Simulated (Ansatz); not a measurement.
Harmonic frequencies (cm⁻¹) at PBE0-D4/def2-TZVP from Ansatz: 71, 91, 122, 207, 224, 331, 469, 598, 638, 645, 730, 814, 852, 930, 986, 990, 1056, 1106, 1252, 1263, 1270, 1405, 1435, 1492, 1501, 2197, 2197, 3047, 3048, 3060, 3090, 3116, 3128.

Each molecule was computed in one conformer, which needn't be the lowest.

**Question.** Which molecule is it?
A. `CS[SiH]1CC1`
B. `C=CS[SiH2]C`
C. `C=C[SiH](C)S`
D. `CC[SiH2]C=S`

**Answer.** D.
